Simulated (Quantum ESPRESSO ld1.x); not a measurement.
Values are calculated unless marked as measured or tabulated.
Sn, configuration [Kr] 4d10 5s2 5p2. Level of theory: scalar-relativistic Kohn-Sham, PBE, spin-unpolarised, spherical densities, point nucleus (ld1.x of Quantum ESPRESSO 7.5).

Unscreened Slater integrals over Kohn-Sham orbitals (hartree).

\begin{tabular}{lr}
integral & value \\ \hline
F0(5p,5p) & 0.27927 \\
F2(5p,5p) & 0.14469 \\
F0(5p,5s) & 0.31675 \\
G1(5p,5s) & 0.19518 \\
F0(5p,4d) & 0.36101 \\
F2(5p,4d) & 0.084694 \\
G1(5p,4d) & 0.028705 \\
G3(5p,4d) & 0.024478 \\
F0(5p,4p) & 0.36656 \\
F2(5p,4p) & 0.065561 \\
G0(5p,4p) & 0.011432 \\
G2(5p,4p) & 0.014403 \\
F0(5p,4s) & 0.36828 \\
G1(5p,4s) & 0.015391 \\
F0(5s,5s) & 0.37677 \\
F0(5s,4d) & 0.46669 \\
G2(5s,4d) & 0.062017 \\
F0(5s,4p) & 0.47830 \\
G1(5s,4p) & 0.028486 \\
F0(5s,4s) & 0.48173 \\
G0(5s,4s) & 0.019092 \\
F0(4d,4d) & 0.82527 \\
F2(4d,4d) & 0.41246 \\
F4(4d,4d) & 0.27095 \\
F0(4d,4p) & 0.90662 \\
F2(4d,4p) & 0.45306 \\
G1(4d,4p) & 0.57413 \\
G3(4d,4p) & 0.35277 \\
F0(4d,4s) & 0.93390 \\
G2(4d,4s) & 0.43018 \\
F0(4p,4p) & 1.0155 \\
F2(4p,4p) & 0.53249 \\
F0(4p,4s) & 1.0538 \\
G1(4p,4s) & 0.71607 \\
F0(4s,4s) & 1.0974 \\
\end{tabular}

Derived for the open shells (J is the average intra-shell exchange parameter used in DFT+U). 5p: J = F2/5 = 0.02894 hartree.
